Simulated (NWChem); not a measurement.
Species: HfN2H4S; SMILES [NH2][Hf]([NH2])=[S]

```xyz
8

Hf     0.0000     0.0000     0.1719
S      0.0000     0.0000    -2.0729
N      0.0000    -1.8203     1.0979
H      0.0000    -2.0172     2.0979
H      0.0000    -2.7174     0.6126
N      0.0000     1.8203     1.0979
H      0.0000     2.0172     2.0979
H      0.0000     2.7174     0.6126
```
Atoms are numbered in this order, from 1.

Computed with NWChem. Geometry: optimised at PBE0/def2-SVP. Not confirmed as a minimum by frequencies. def2 effective core potentials on Hf; no spin-orbit coupling. Ions are spin-unrestricted doublets at the neutral geometry; other ion states weren't tried.

For level PBE/def2-SVP:

- −ε(HOMO) (eV) = 5.15

Estimate the same quantities for level PBE0/def2-SVP.


- −ε(HOMO) (eV): 6.27
